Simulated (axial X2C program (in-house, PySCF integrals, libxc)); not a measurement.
Potential curves of BeCo⁻, two-component

Computed with an in-house relativistic program for diatomic molecules. Two-component (2c) means X2C with spin–orbit coupling and atomic mean-field two-electron Coulomb and Gaunt terms. Basis: Co dyall-av3z [10s11p7d3f2g], Be dyall-av3z [9s9p4d2f] (cores contracted in-house); Gaussian nuclei, density fitting, unrestricted open shells. Masses: Co 58.933 u, Be 9.012 u.

State: Ω = 4 (⟨Sz⟩ = 1.00, ⟨Lz⟩ = 3.00 at BLYP). Energies in eV from the lowest point of each curve. Fits are polynomials in 1 − R0/R over 0.85 to 1.23 times the lowest point R0.

```
 R (Å)    BLYP  BHandHLYP    PBE0
1.9662  0.2134     0.2642  0.2283
2.0566  0.0830     0.1222  0.0938
2.1244  0.0292     0.0569  0.0364
2.1922  0.0037     0.0184  0.0073
2.2600  0.0000     0.0008  0.0000
2.3391  0.0160     0.0000  0.0122
2.4182  0.0475     0.0148  0.0405
2.5199  0.1027     0.0492  0.0926
2.6442  0.1823     0.1050  0.1700
```

The state is a single determinant with fixed occupations, the lowest that a limited PBE0 search found. Density functionals use the spin component along the axis (collinear). PBE0 can misorder states that lie within some tenths of an eV, so this need not be the ground state of the molecule. The nearest other 2c determinant of the search, Ω = 2, lies 0.16 eV up at the distance of the search. Without a current term, density functionals place determinants with orbital angular momentum somewhat too high. With several unpaired electrons one determinant need not be a pure state. At some level and bond length an empty orbital lies below a filled one. The highest occupied level of some functionals is positive through self-interaction error; at Hartree–Fock it is bound. The determinant is spin-polarised beyond a pure state at some levels (its spin-free form has ⟨S²⟩ too high), which makes Re and μ there less reliable.

(1) What are Re and ωe at the BLYP level?

(2) Fit the BHandHLYP curve near its minimum: give the equilibrium distance and the harmonic wavenumber.

(3) Fit the PBE0 curve near its minimum: give the equilibrium distance and the harmonic wavenumber.

Answers

(1) At BLYP, 2c: Re = 2.239 Å, ωe ≈ 367 cm⁻¹; Be follows as 0.43 cm⁻¹.

(2) At BHandHLYP, 2c: Re = 2.302 Å, ωe ≈ 318 cm⁻¹; Be follows as 0.407 cm⁻¹.

(3) At PBE0, 2c: Re = 2.253 Å, ωe ≈ 359 cm⁻¹; Be follows as 0.425 cm⁻¹.
